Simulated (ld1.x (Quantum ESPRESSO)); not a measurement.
**An all-electron radial function and its pseudo partner (carbon (C))**

Columns: radius, all-electron u(r) and pseudo u(r) of the 2p shell (level -5.38 eV) of carbon in the configuration [He] 2s2 2p2; BP86, scalar-relativistic, RRKJ scheme, ld1.x (Quantum ESPRESSO) 7.5.

```csv
r (bohr),all-electron,pseudo
0.115,0.0600,0.0197
0.230,0.1775,0.0765
0.345,0.3026,0.1637
0.460,0.4150,0.2712
0.575,0.5084,0.3874
0.690,0.5823,0.5003
0.805,0.6374,0.5996
0.920,0.6751,0.6780
1.035,0.6975,0.7314
1.150,0.7073,0.7594
1.265,0.7070,0.7649
1.380,0.6987,0.7523
1.495,0.6843,0.7275
1.610,0.6655,0.6959
1.725,0.6434,0.6620
1.840,0.6191,0.6285
1.955,0.5933,0.5971
2.070,0.5667,0.5677
2.185,0.5397,0.5398
2.300,0.5128,0.5128
2.415,0.4862,0.4862
2.530,0.4601,0.4601
2.645,0.4348,0.4348
2.760,0.4102,0.4102
2.875,0.3865,0.3865
2.990,0.3638,0.3638
```

Task: How many radial nodes do the two functions have?

Result: The all-electron 2p function has n − l − 1 = 0; the pseudo-wave has 0.

Task: At about which radius was the pseudo-wave matched?

Result: 2.30 bohr, where the columns begin to agree (steps of 0.12 bohr).

Task: Where does each function peak?

Result: Outermost all-electron maximum near 1.15 bohr, pseudo maximum near 1.26 bohr (to the table’s step).

Task: Is the pseudo-wave norm-conserving?

Result: Yes: the RRKJ scheme keeps the norm inside the radius equal to the all-electron one, which fixes the energy derivative of the logarithmic derivative at the level.
